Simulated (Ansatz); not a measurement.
Input and output for C6H16Cl2HfN2, SMILES `CC[N](CC)[Hf]([Cl])([Cl])[N](C)C`.

```yaml
crystal:
  periodic: [false, false, false]
  atoms:
    - {symbol: C, position_ang: [1.326324, 2.588841, -0.716457]}
    - {symbol: C, position_ang: [0.277933, 2.404335, 0.370284]}
    - {symbol: N, position_ang: [-0.512382, 1.185376, 0.241044]}
    - {symbol: C, position_ang: [-1.421900, 1.207726, -0.886879]}
    - {symbol: C, position_ang: [-2.336871, 0.000283, -0.930389]}
    - {symbol: Hf, position_ang: [-0.228211, -0.320854, 1.552712]}
    - {symbol: Cl, position_ang: [1.294896, 0.302209, 3.265557]}
    - {symbol: Cl, position_ang: [-2.212485, -1.229200, 2.503295]}
    - {symbol: N, position_ang: [0.649408, -1.773836, 0.483899]}
    - {symbol: C, position_ang: [1.048523, -1.863767, -0.895996]}
    - {symbol: C, position_ang: [0.955370, -2.970536, 1.239133]}
    - {symbol: H, position_ang: [1.900058, 3.500921, -0.535695]}
    - {symbol: H, position_ang: [2.022484, 1.746298, -0.726631]}
    - {symbol: H, position_ang: [0.877650, 2.673279, -1.708127]}
    - {symbol: H, position_ang: [-0.399185, 3.270985, 0.383638]}
    - {symbol: H, position_ang: [0.780454, 2.400179, 1.343662]}
    - {symbol: H, position_ang: [-0.856906, 1.260752, -1.827884]}
    - {symbol: H, position_ang: [-2.030471, 2.123619, -0.843931]}
    - {symbol: H, position_ang: [-2.967381, 0.035415, -1.820650]}
    - {symbol: H, position_ang: [-1.769534, -0.935982, -0.975345]}
    - {symbol: H, position_ang: [-2.991114, -0.039458, -0.057009]}
    - {symbol: H, position_ang: [2.129858, -2.036943, -0.987976]}
    - {symbol: H, position_ang: [0.811702, -0.939240, -1.425155]}
    - {symbol: H, position_ang: [0.540242, -2.692944, -1.409003]}
    - {symbol: H, position_ang: [2.033521, -3.178748, 1.244406]}
    - {symbol: H, position_ang: [0.642594, -2.870230, 2.286437]}
    - {symbol: H, position_ang: [0.435402, -3.848500, 0.833059]}
basis:
  gaussian: {orbitals: def2-SVPD}
magnetization: {spin_polarized: true, initial_magnetization: 2}
hamiltonian: {xc: {name: B2PLYP}}
```

```sh
$ ansatz run in.yaml --threads 11 --pin off --events-out ev --progress --plain --max-ram 120832MiB --backend cuda --devices 0, --max-vram 75GiB
```

Output, abridged:

```
Functional definition: B2PLYP
3677 factors; integrals over basis functions are off by at most 1.0e-3 eV
mean field evaluation 1: about -35754.8556 eV, gradient 4.5e1 eV
mean field evaluation 2: about -35754.9496 eV, gradient 4.5e1 eV
mean field evaluation 4: about -35762.4050 eV, gradient 2.5e1 eV
mean field evaluation 8: about -35765.3157 eV, gradient 8.2e-1 eV
mean field evaluation 16: about -35765.3890 eV, gradient 1.0e-1 eV
mean field evaluation 32: about -35765.3935 eV, gradient 3.2e-3 eV
mean field -35765.50943345 eV, -1314.3582289464 hartree, gradient 3.6e-6 eV, S^2 2.008399; 14 other end points of the search recorded, 0 dependent functions left out
18 core orbitals not correlated: weight in the atoms' cores, before any rotation towards them, 1.000 or more for the frozen orbitals, at most 0.000 for the correlated occupied ones
reference -35765.50969172 eV, -1314.3582384377 hartree; 39, 37 occupied and 320, 322 virtual orbitals, 3677 factors
second order -59.57320388 eV of doubles, -0.00000000 eV of singles
Total energy: -35781.59445677 eV, -1314.9493426506 hartree
```

It took 10 s on 11 threads of an AMD EPYC 7R13 on a shared host and a whole NVIDIA H100 80 GB, with 2.6 GiB of host memory at the peak.
